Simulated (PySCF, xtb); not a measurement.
Si(F)(NHSiH3)2(Cl) (ClFH8N2Si3), SMILES F[Si](Cl)(N[SiH3])N[SiH3]. The values are those of a single conformer.

Harmonic wavenumbers (cm⁻¹) from GFN2-xTB (xtb) at its own minimum, in rising order: 25, 34, 70, 82, 99, 130, 166, 193, 214, 239, 302, 327, 342, 494, 573, 576, 591, 603, 726, 733, 747, 753, 786, 791, 799, 802, 837, 998, 1002, 1198, 1205, 2233, 2245, 2256, 2262, 2285, 2303, 3494, 3501.

Problem. What does PBE0-D3(BJ)/def2-SVP (PySCF 2.14.0) give at its own minimum? (Estimate from the structure and the level; the computed values follow.)

Solution. 38, 56, 79, 100, 117, 123, 175, 235, 275, 283, 356, 392, 430, 527, 636, 671, 713, 716, 783, 798, 896, 930, 936, 938, 954, 959, 962, 1002, 1005, 1186, 1199, 2239, 2241, 2241, 2243, 2249, 2251, 3624, 3643. Paired by order, the mean absolute difference is 64 cm⁻¹ and the zero-point energies are 52.9 and 56.0 kcal/mol.
